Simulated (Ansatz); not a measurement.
`[F][GeH3]` + `[SiH3]CSCS` → `SC[S][GeH3]` + `FC[SiH3]`  (redistribution)

Calculated with Ansatz (gas phase, PBE0-D4/def2-TZVP geometries, no zero-point term in ΔE). CBS: MP2 limit from def2 TZ/QZ plus the TZ coupled-cluster correction, frozen cores. Functionals use def2-TZVPP. B3LYP here is the variant with VWN-RPA as its local correlation; programs differ in this. For Ge outer-core shells are correlated without core-valence functions, which leaves a few kJ/mol of doubt a bond. Scalar relativity is left out up to krypton. One conformer a species, not always the lowest.

Is it downhill or uphill in electronic energy at CCSD(T)/CBS, and by how much? (Best estimate.)

Computed: Uphill: ΔE = +75.2 kJ/mol.

What do these levels give: r2SCAN-D4, ωB97M-V, B2PLYP, r2SCAN, B3LYP, HF/def2-TZVPP, MP2/def2-TZVPP, SCS-MP2/def2-TZVPP, HF/def2-QZVPP, MP2/def2-QZVPP, HF/CBS(def2), CCSD/CBS(def2)? (An estimate is asked.)

The calculation gave: r2SCAN-D4 71.7, ωB97M-V 72.5, B2PLYP 74.4, r2SCAN 70.8, B3LYP 67.5, HF/def2-TZVPP 71.6, MP2/def2-TZVPP 84.1, SCS-MP2/def2-TZVPP 81.6, HF/def2-QZVPP 74.6, MP2/def2-QZVPP 85.2, HF/CBS(def2) 75.0, CCSD/CBS(def2) 74.4 kJ/mol.

Largest T1 diagnostic among the species: 0.012.

In def2-TZVPP, CCSD(T) changes the Hartree–Fock value by +3.5 kJ/mol (the triples alone add +0.9 kJ/mol) and MP2 by +12.5 kJ/mol.
